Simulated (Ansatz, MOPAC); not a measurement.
Molecule: KAu, net charge 0, singlet state. SMILES: [K][Au]

Atoms: K1, Au2. Bonds: K1-Au2.

Bond lengths (Å) and angles (degrees) optimised at PM6 with MOPAC; PM7 with MOPAC; HF/LANL2DZ with Ansatz (a first-principles code); PBE/LANL2DZ with Ansatz; B3LYP/LANL2DZ with Ansatz; MP2/LANL2DZ with Ansatz, each started from the B3LYP-D3(BJ)/def2-TZVP structure (Ansatz) of the last column. A row stands for all coordinates that are equal there.

```
coordinate    PM6    PM7  HF/LANL2DZ  PBE/LANL2DZ  B3LYP/LANL2DZ  MP2/LANL2DZ  B3LYP-D3(BJ)/def2-TZVP
----------  -----  -----  ----------  -----------  -------------  -----------  ----------------------
K1-Au2      3.071  3.001       3.147        3.024          3.040        3.141                   2.947
```

Mean signed difference of all 1 bond lengths from B3LYP-D3(BJ)/def2-TZVP: PM6 0.125 Å, PM7 0.054 Å, HF/LANL2DZ 0.201 Å, PBE/LANL2DZ 0.077 Å, B3LYP/LANL2DZ 0.093 Å, MP2/LANL2DZ 0.194 Å.
